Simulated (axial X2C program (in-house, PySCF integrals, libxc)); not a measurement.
NaSn⁻: cheaper levels and CCSD(T), two-component

Computed with an in-house relativistic program for diatomic molecules. Two-component (2c) means X2C with spin–orbit coupling and atomic mean-field two-electron Coulomb and Gaunt terms. Basis: Sn dyall-acv3z [12s13p10d5f1g], Na dyall-av3z [10s9p5d2f] (cores contracted in-house); Gaussian nuclei, density fitting, unrestricted open shells. Masses: Sn 119.902 u, Na 22.990 u.

State: Ω = 1 (⟨Sz⟩ = 0.99, ⟨Lz⟩ = 0.01 at HF); fragments Sn- + Na.

| level | Re (Å) | ωe (cm⁻¹) | De (eV) |
| --- | --- | --- | --- |
| PBE0 | 3.093 | 143.2 | 0.930 |
| HF | 3.261 | 121.6 | 0.665 |
| CCSD | 3.184 | 135.0 | 0.837 |
| B97-3 | 3.093 | 144.4 | 1.04 |

Correlated methods: 6 electrons correlated (number of frozen shells: Sn 4 s, 3 p, 2 d; Na 2 s, 1 p), 330 virtual spin orbitals or spinors in MP2, 83 natural virtuals in coupled cluster.

CCSD(T), same Hamiltonian and basis:

Re = 3.177 Å, ωe = 136.5 cm⁻¹, De = 0.86 eV; T1 = 0.043 (Lee–Taylor normalisation).

Question: Give the differences from CCSD(T) in the columns below.

Answer: 

```json
{"level": "PBE0", "ΔRe (Å)": "-0.084", "Δωe (cm⁻¹)": "6.7", "ΔDe (eV)": "0.07"}
{"level": "HF", "ΔRe (Å)": "0.084", "Δωe (cm⁻¹)": "-14.9", "ΔDe (eV)": "-0.20"}
{"level": "CCSD", "ΔRe (Å)": "0.007", "Δωe (cm⁻¹)": "-1.5", "ΔDe (eV)": "-0.02"}
{"level": "B97-3", "ΔRe (Å)": "-0.084", "Δωe (cm⁻¹)": "7.9", "ΔDe (eV)": "0.18"}
```

The state is a single determinant with fixed occupations, the lowest that a limited PBE0 search found. Dissociation energies refer to the lowest single-determinant-based atoms at the same level and basis. Density functionals use the spin component along the axis (collinear). Coupled cluster ran in a truncated set of natural virtual spinors; the MP2 energy of the rest was added. (T) has no such correction and the atoms are truncated less, which lowers De at CCSD(T) by a hundredth of an eV or more. Other states lie close and PBE0, whose exact exchange favours high spin, may order them wrongly; the determinant shown need not be the ground state. The nearest other 2c determinant of the search, Ω = 2, lies 0.33 eV up at the distance of the search. Without a current term, density functionals place determinants with orbital angular momentum somewhat too high. With several unpaired electrons one determinant need not be a pure state. Open-shell Ω = 0 determinants with evenly filled partner blocks cannot be reached by this program, so the Ω shown need not be the lowest component. This is the Ω = 1 component of a π² triplet; the 0⁺ component is not one determinant and can lie lowest. The highest occupied level of some functionals is positive through self-interaction error; at Hartree–Fock it is bound. The determinant is spin-polarised beyond a pure state at some levels (its spin-free form has ⟨S²⟩ too high), which makes Re and μ there less reliable. The T1 diagnostic is large, a sign of multireference character. With the outer-core shells frozen, correlated bond lengths of heavy atoms tend to come out a few hundredths of an ångström too long. Hartree–Fock gets electron affinities wrong, so its lowest charge split need not be the true one.
